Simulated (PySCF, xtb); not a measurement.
Si(H)2(Me)(OMe) (C2H8OSi), SMILES CO[SiH2]C. One conformer was computed; it need not be the lowest.

Harmonic wavenumbers (cm⁻¹) from xtb with GFN2-xTB at its own minimum, in rising order: 86, 106, 113, 156, 275, 490, 609, 694, 757, 788, 827, 828, 869, 1135, 1138, 1160, 1375, 1419, 1483, 1487, 1491, 1492, 2175, 2216, 2944, 2958, 2990, 3045, 3047, 3058.

Task: What does PBE-D3(BJ)/def2-SVP in PySCF give at its own minimum? (Estimate from the structure and the level; the computed values follow.)

Result: 81, 113, 147, 154, 270, 483, 652, 697, 745, 756, 845, 906, 947, 1120, 1136, 1173, 1219, 1377, 1385, 1422, 1422, 1427, 2122, 2127, 2905, 2970, 2981, 3032, 3082, 3088. Paired by order, the mean absolute difference is 38 cm⁻¹ and the zero-point energies are 58.9 and 58.3 kcal/mol.
